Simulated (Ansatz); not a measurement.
The first iterations of a band of C2H6Zn + H2 (11 atoms, charge 0, multiplicity 1).

Theory: RKS CAM-B3LYP-D4/def2-mTZVP (Ansatz).

```json
{"movable images": "5", "climbing image": "yes", "spring": "5.0 eV/Å²", "optimiser": "quadratic models (default)", "start path": "through a guess of the saddle point", "force threshold": "0.05 eV/Å", "iteration limit": "60", "end points": "relaxed"}
```

Image 0:

```xyz
11
Properties=species:S:1:pos:R:3
Zn 0.231 -0.211 0.157
C 0.296 -0.270 2.098
H -0.660 -0.588 2.520
H 1.057 -0.965 2.457
H 0.527 0.711 2.519
C 0.157 -0.143 -1.782
H 0.436 -1.097 -2.231
H -0.849 0.100 -2.130
H 0.832 0.616 -2.182
H -2.427 2.173 0.839
H -1.993 1.780 1.298
```

Image 6:

```xyz
11
Properties=species:S:1:pos:R:3
Zn -1.248 1.089 -0.720
C 0.015 -0.051 2.280
H 0.193 -0.522 3.245
H 0.202 -0.773 1.487
H 0.687 0.799 2.164
C 0.066 -0.004 -1.640
H -0.115 -1.067 -1.471
H 0.050 0.162 -2.719
H 1.077 0.213 -1.290
H -2.305 1.965 -0.007
H -1.017 0.294 2.235
```

| iteration | highest image above the first end (eV) | largest band force component (eV/Å) |
| --- | --- | --- |
| 1 | 5.628 | 12.916 |
| 2 | 1.807 | 2.647 |
| 3 | 1.901 | 1.083 |
| 4 | 2.150 | 0.978 |
| 5 | 1.650 | 2.337 |

**Question.** Does the band converge within its limit, and where does its top end?

**Answer.** It converged. It ended after 17 iterations with the highest image 1.954 eV above the first end. Neighbouring images differ by up to 1.9 eV, so the band resolves the path poorly. A vibrational analysis at the climbing image gives 2 clearly imaginary modes (1662i, 95i cm⁻¹): a point of higher order. A lower path may pass nearby, or the ends, which weren't checked, may share the extra mode. The orbitals stay closed-shell, which can raise the energy where a bond breaks towards radicals; this wasn't checked here.

Run time: 2.6 min on 4 threads of Arm Neoverse V1, on a shared host, peak memory 0.24 GiB.
